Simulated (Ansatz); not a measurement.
Mulliken charges of Cl₂GeH₂S (`[SH][GeH]([Cl])[Cl]`) from r2SCAN/def2-TZVPP in Ansatz (PBE0-D4/def2-TZVP geometry).

```
atom   x (Å)   y (Å)   z (Å)  charge (e)
  S1   0.091   1.321  -1.207      -0.259
 Ge2   0.211  -0.275   0.298       0.673
 Cl3   2.141  -1.150   0.047      -0.280
 Cl4  -1.274  -1.776  -0.061      -0.285
  H5  -1.174   1.630  -0.871       0.117
  H6   0.047   0.186   1.747       0.033
```

Q: By hand: the dipole of these point charges (1 e Å = 4.8032 D).

A: Σ q r = (-0.254, 0.498, 0.473) e Å, of length 0.732 e Å = 3.52 D.

Q: How does the dipole of the full density compare? (Estimate.)

A: Ansatz gave: (-0.199, 0.318, 0.190) e Å, 2.02 D; the point charges give 1.74 times that, at 14° from its direction.

Point charges leave out the atoms' own dipoles, such as those of lone pairs, and Mulliken's split depends on the basis, so the two needn't agree.
